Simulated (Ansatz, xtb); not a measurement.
Relaxing a trial structure of CH5AlF2Si

The starting geometry of this gas-phase singlet was built from a drawn formula by distance geometry and a force field; its bonds are those of `F[CH2][AlH][SiH2]F`.

```
atom    x (Å)    y (Å)    z (Å)
   C  -3.0092   1.3054   0.7208
  Al  -1.4469   1.6617  -0.5246
   F  -2.5531   1.2556   2.0400
   F   0.4613  -0.4433  -2.1509
  Si   0.3394   0.1467  -0.6021
   H  -3.4797   0.3427   0.4658
   H  -3.7438   2.1513   0.6266
   H  -1.4648   2.9800  -1.4475
   H   0.0301  -0.9834   0.3438
   H   1.5891   0.7827  -0.2197
```

Q: Where would you expect an optimisation with r2SCAN-D4/def2-SVP to take it?

A: It keeps its bonds, and is `F[CH2][AlH][SiH2]F`.

The energy falls by 0.28 eV over 22 steps:

```
step  E − E(last) (eV)
   1             0.283
   3             0.080
   6             0.061
   8             0.050
  10             0.037
  13             0.007
  15             0.001
  17             0.000
  20             0.000
  22             0.000
```

Final geometry (Å):

```yaml
atoms:
  - { symbol: C, position_ang: [-2.8447, 1.4673, 0.7587] }
  - { symbol: Al, position_ang: [-1.7487, 1.5194, -0.8958] }
  - { symbol: F, position_ang: [-2.1274, 0.6583, 1.6666] }
  - { symbol: F, position_ang: [1.2382, 0.1384, -1.8481] }
  - { symbol: Si, position_ang: [0.2651, 0.1646, -0.5259] }
  - { symbol: H, position_ang: [-3.8547, 1.0287, 0.6317] }
  - { symbol: H, position_ang: [-3.0118, 2.4537, 1.2355] }
  - { symbol: H, position_ang: [-2.1877, 2.3319, -2.1921] }
  - { symbol: H, position_ang: [-0.0820, -1.2546, -0.1959] }
  - { symbol: H, position_ang: [1.0762, 0.6917, 0.6177] }
```

From the same start GFN2-xTB ends elsewhere, differing in Al2–F3 (1.88 against 2.73 Å here).

The end wasn't checked by frequencies. Run with Ansatz 0.2.0, 56 s on 2 threads of Arm Neoverse V1, on a shared host.
